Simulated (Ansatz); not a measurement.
`[SiH3]C([SiH3])[TeH]`, relaxed with RKS PBE-D4/def2-SVP in Ansatz 0.2.0 from a rough embedded geometry. The force threshold is 0.03 eV/Å; the program also tests the step.

The species carries charge 0 and has multiplicity 1. Te takes the def2 core potential.

Start:

```xyz
12

Si    0.436   -1.628   -0.007
C    -0.152   -0.009   -0.569
Si    0.409    1.260    0.633
Te   -2.298    0.003   -0.586
H    -0.003   -2.708   -0.989
H     1.939   -1.691    0.041
H    -0.081   -1.992    1.327
H     0.259    0.232   -1.526
H    -0.088    0.993    1.991
H     1.902    1.309    0.716
H    -0.047    2.614    0.213
H    -2.277    1.617   -1.244
```

By how much does the energy fall, and how many steps does the optimiser take? (Best estimate.)

The calculation gave: 6.67 kcal/mol, in 15 steps, 1 of them rejected.

Which bonds change most? (Best estimate.)

Computed: Si1–C2 from 1.812 to 1.899 Å; C2–Si3 from 1.836 to 1.895 Å; C2–Te4 from 2.145 to 2.202 Å; Te4–H12 from 1.743 to 1.686 Å.

Give the relaxed structure. (An estimate is asked.)

Ansatz gave: 
```xyz
12

Si    0.456   -1.732   -0.020
C    -0.049   -0.005   -0.626
Si    0.403    1.359    0.610
Te   -2.220   -0.023   -0.993
H    -0.130   -2.795   -0.913
H     1.957   -1.854   -0.050
H    -0.038   -1.946    1.383
H     0.443    0.205   -1.599
H    -0.291    1.109    1.919
H     1.894    1.368    0.833
H    -0.014    2.704    0.078
H    -2.411    1.610   -0.622
```
